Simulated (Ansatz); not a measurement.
Cost and result for the atomization energy of `O[Si](O)([SiH3])O[SiH3]` (14 atoms, 13 bonds).

Cartesian coordinates in Å:
```
O 0.5988 1.8531 -1.4293
Si 0.0826 0.4186 -0.8239
O 0.1753 -0.6797 -2.0288
Si -2.1390 0.4452 -0.1027
O 1.0662 0.0538 0.4310
Si 1.4563 -1.0813 1.5464
H 1.0017 2.4658 -0.8121
H 0.8988 -0.5940 -2.6536
H -2.2887 1.4322 1.0026
H -2.5380 -0.8926 0.4120
H -3.0523 0.8299 -1.2106
H 0.2250 -1.6571 2.1480
H 2.2488 -2.1681 0.9173
H 2.2645 -0.4260 2.6036
```

The species carries charge 0 and has multiplicity 1. The geometry is a stationary point of PBE0-D4/def2-TZVP. It is one conformer, not always the lowest. Program: Ansatz. All runs use 2 threads of an AMD EPYC 7R13 on a shared host and a share of an NVIDIA H100 80 GB. Times are those of one run each, without the atoms' runs, and a repeat can differ threefold. Electronic energies, without spin–orbit coupling; frozen cores. CCSD(T)/CBS adds CCSD(T) − MP2 in def2-TZVPP to the MP2 limit, and its time is that of the two runs behind it. T1 = 0.013. B3LYP takes the VWN-RPA correlation (the form of Gaussian; ORCA's B3LYP/G).

CCSD(T)/CBS is a level of theory with its own doubt, some kJ/mol a heavy atom from the limit and from the frozen cores, so smaller differences don't rank the functionals.

```tsv
level	functions	wall time
PBE0-D4/def2-TZVPP	331	1.9 s
B3LYP-D4/def2-TZVPP (with forces)	331	2.6 s
PBE-D4/def2-TZVPP (with forces)	331	2.7 s
r2SCAN-D4/def2-TZVPP (with forces)	331	2.9 s
B2PLYP/def2-TZVPP	331	4.3 s
ωB97X-V/def2-TZVPP	331	5.5 s
MP2/def2-QZVPP	621	6.5 s
ωB97M-V/def2-TZVPP (with forces)	331	8 s
CCSD(T)/def2-TZVPP	331	15 s
CCSD(T)/CBS(def2)	–	22 s
```

(1) What atomization energy does each give, and how far from CCSD(T)/CBS? (Estimate.)

Results:

(1) Ansatz gave: 
| level | atomization (kJ/mol) | difference from CCSD(T)/CBS | per bond |
| --- | --- | --- | --- |
| PBE0-D4/def2-TZVPP | 4915.6 | -114.6 | -8.8 |
| B3LYP-D4/def2-TZVPP (with forces) | 4979.8 | -50.4 | -3.9 |
| PBE-D4/def2-TZVPP (with forces) | 4984.0 | -46.2 | -3.6 |
| r2SCAN-D4/def2-TZVPP (with forces) | 4997.7 | -32.5 | -2.5 |
| B2PLYP/def2-TZVPP | 4932.5 | -97.7 | -7.5 |
| ωB97X-V/def2-TZVPP | 5027.7 | -2.5 | -0.2 |
| MP2/def2-QZVPP | 5041.9 | 11.7 | 0.9 |
| ωB97M-V/def2-TZVPP (with forces) | 5008.6 | -21.6 | -1.7 |
| CCSD(T)/def2-TZVPP | 4878.0 | -152.2 | -11.7 |
| CCSD(T)/CBS(def2) | 5030.2 | 0.0 | 0.0 |

The D4 term adds +57.0 kJ/mol with B3LYP and +30.6 kJ/mol with PBE0; it sums over pairs of atoms, weighted by their polarisabilities, and B3LYP, whose exchange is more repulsive, gets the larger term. In def2-TZVPP, CCSD(T) changes the Hartree–Fock value by +1208.8 kJ/mol (the triples alone add +61.3 kJ/mol) and MP2 by +1280.4 kJ/mol; breaking electron pairs costs correlation energy, which Hartree–Fock lacks. From PBE to PBE0 (25 % exact exchange), in def2-TZVPP and without D4, the atomization energy moves by −63.6 kJ/mol: exact exchange takes away binding that semilocal exchange gives to molecules.
